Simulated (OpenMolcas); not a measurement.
Tc3+ among 6 point charges of -1 e arranged as a trigonal antiprism (D3d), 1.64 Å from the ion, with a polar angle of 61.9° against the regular 54.74°.

- Program: OpenMolcas 26.06
- Method: SS-CASPT2, IPEA 0.25 Eh, imaginary shift 0.1 Eh (closed shells correlated: 4s 4p)
- Basis: ANO-RCC-VTZP [7s6p4d2f1g]
- Scalar Hamiltonian: DKH2, point nucleus
- Active space: 4 electrons in 5 orbitals (4d)
- State averaging: 2S+1 = 5 even, 5 roots; 2S+1 = 3 even, 45 roots; 2S+1 = 1 even, 50 roots
- Spin-orbit coupling: RASSI with atomic mean-field integrals over the reference wave functions

(1) What is the spin-free ground state (labels of D3, the rotations of D3d)?

(2) Where is the first state of the same spin?

(3) What are the lowest two levels with spin-orbit coupling?

(4) What is χT at 300 K?

## Answers

(1) 5E, 2-fold in its orbital part, 100 % from free-ion D terms; it has the highest spin that d4 allows.

(2) 5E at 14400 cm-1 above the ground state.

(3) A 1-fold level A1, then a 1-fold level A2 110 cm-1 above it. Their leading multiplicities are 5 (88 %) and 5 (96 %).

(4) 1.87 cm3 K/mol.

Roots that are degenerate in the reference are averaged as groups; the widest CASPT2 spread within a group is 160 cm-1 (the 2-fold group of multiplicity 1 near 21900 cm-1 above the lowest state of its run). Shifts and gaps below about the spread of the groups concerned are not significant. An orbital doublet at a regular site is open to a Jahn-Teller distortion, which this geometry leaves out. This shell can be high or low spin here, a state of another spin lies low, and with metal d orbitals alone active their balance is uncertain, so the ground spin may be wrong. Point charges give a weaker field than real ligands, and real ions of this kind are as a rule low spin; the high spin found here belongs to the model. Free-ion shares, where given, are those of the reference states; single-state CASPT2 does not remix them. Point charges carry no covalency, so the field is a model and not that of real ligands. No measured value stands beside these numbers.
